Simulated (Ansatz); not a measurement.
`CN[SiH2]Cl` + `CO[SiH2]N` → `CO[SiH2]N[SiH2]Cl` + CH₃NH₂  (ligand exchange at the Si–N bond)

Gas-phase electronic energies from Ansatz, PBE0-D4/def2-TZVP geometries. CCSD(T)/CBS is the MP2 limit (def2-TZVPP, def2-QZVPP) plus CCSD(T) − MP2 in def2-TZVPP, frozen cores. This one scheme is used for every species. DFT in def2-TZVPP. B3LYP here is the variant with VWN-RPA as its local correlation; programs differ in this. Each species was taken in one conformer, which may not be the lowest.

`CN[SiH2]Cl`:

Cartesian coordinates in Å:
```
C -1.110 -0.828 -0.277
N -0.418 0.177 0.507
Si 1.206 0.609 0.267
Cl 1.586 1.617 -1.506
H -1.581 -0.421 -1.179
H -1.878 -1.325 0.321
H -0.398 -1.594 -0.593
H -1.032 0.869 0.909
H 1.605 1.520 1.361
H 2.021 -0.623 0.190
```

`CO[SiH2]N`:

Z-matrix (Å, degrees):
```
C
O 1 1.406
H 1 1.096 2 111.5
H 1 1.097 2 111.6 3 121.4
H 1 1.092 2 108.5 3 -119.3
Si 2 1.645 1 122.7 3 -65.4
N 6 1.706 2 116.5 1 62.3
H 6 1.489 2 109.1 1 -56.3
H 6 1.479 2 103.1 1 -177.3
H 7 1.005 6 122.3 2 -93.4
H 7 1.006 6 123.2 2 68.6
```

`CO[SiH2]N[SiH2]Cl`:

Cartesian coordinates in Å:
```
C 1.047 -1.675 -0.955
O 0.047 -1.649 0.039
Si 0.019 -0.570 1.268
N -0.022 1.075 0.732
Si -1.231 1.817 -0.222
Cl -0.812 1.734 -2.244
H 2.045 -1.788 -0.516
H 0.857 -2.530 -1.605
H 1.027 -0.764 -1.561
H 1.243 -0.678 2.107
H -1.215 -0.902 2.010
H 0.834 1.597 0.860
H -2.494 1.078 -0.012
H -1.346 3.256 0.100
```

CH₃NH₂:

```xyz
7

C    -0.486    0.056    0.288
N     0.597    0.080   -0.679
H    -0.264   -0.463    1.232
H    -1.360   -0.424   -0.158
H    -0.776    1.081    0.532
H     0.875   -0.861   -0.927
H     1.415    0.531   -0.288
```

```csv
level,ΔE (kcal/mol)
B2PLYP,-0.6
PBE0,-0.3
B3LYP,0.1
HF/def2-TZVPP,-0.9
SCS-MP2/def2-TZVPP,-1.4
CCSD/def2-TZVPP,-1.5
HF/def2-QZVPP,-0.9
CCSD/CBS(def2),-1.3
```

(1) What does CCSD(T)/CBS give? (Estimate.)

Largest T1 diagnostic among the species: 0.011.

## Answers

(1) Ansatz gave: -1.5 kcal/mol. The listed levels differ from it by 0.9, 1.2, 1.6, 0.6, 0.1, 0.0, 0.6, 0.2 kcal/mol.

The D4 term adds −1.5 kcal/mol with B3LYP and −0.9 kcal/mol with PBE0; it sums over pairs of atoms, weighted by their polarisabilities, and B3LYP, whose exchange is more repulsive, gets the larger term.
